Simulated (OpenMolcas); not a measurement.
Cu3+ among 3 point charges of -2.5 e arranged as a planar triangle (D3h), 2.11 Å from the ion.
```
   2.1100    0.0000    0.0000  -2.50
  -1.0550    1.8273    0.0000  -2.50
  -1.0550   -1.8273    0.0000  -2.50
```

```json
{
  "Program": "OpenMolcas 26.06",
  "Method": "CASSCF",
  "Basis": "ANO-RCC-VDZP [5s4p2d1f]",
  "Scalar Hamiltonian": "DKH2, point nucleus",
  "Active space": "8 electrons in 5 orbitals (3d)",
  "State averaging": "2S+1 = 3 even, 10 roots; 2S+1 = 1 even, 15 roots",
  "Spin-orbit coupling": "RASSI with atomic mean-field integrals over the reference wave functions"
}
```

(1) What is the spin-free ground state (labels of D3, the rotations of D3h)?

(2) Where is the first state of the same spin?

(3) What are the lowest two levels with spin-orbit coupling?

(4) What is χT at 300 K, and how does it compare with the textbook value?

Answers

(1) 3A1, 1-fold in its orbital part, 100 % from free-ion F terms; it has the highest spin that d8 allows.

(2) 3A2 at 0.763 cm-1 above the ground state. The two act as a nearly degenerate pair, with unquenched orbital momentum.

(3) A 2-fold level E with g = 0.00, 0.00, 10.00, then a 1-fold level A2 928.1 cm-1 above it. Their leading multiplicities are 3 (100 %) and 3 (100 %).

(4) The lowest level has 2S+1 = 3, for which the spin-only value is χT = S(S+1) / 2 = 1.000 cm3 K/mol (g = 2). The computed 3.491 at 300 K differs by +2.491, through orbital momentum, spin-orbit coupling and any other state in reach.

Spin-orbit coupling mixes the spin-free states strongly: the lowest level takes only 50 % from its leading state, 3A1. Without dynamic correlation the repulsion within the d shell is too large (B by tens of per cent), so at a given field states of lower spin stand too high. The ground term spreads over less than 5000 cm-1, several times less than with real ligands, so orbital moments are less quenched and χT lies further from the spin-only value than at real sites. Point charges carry no covalency, so the field is a model and not that of real ligands. No measured value stands beside these numbers.

With an even number of electrons the g values are those of a degenerate or nearly degenerate non-Kramers pair.
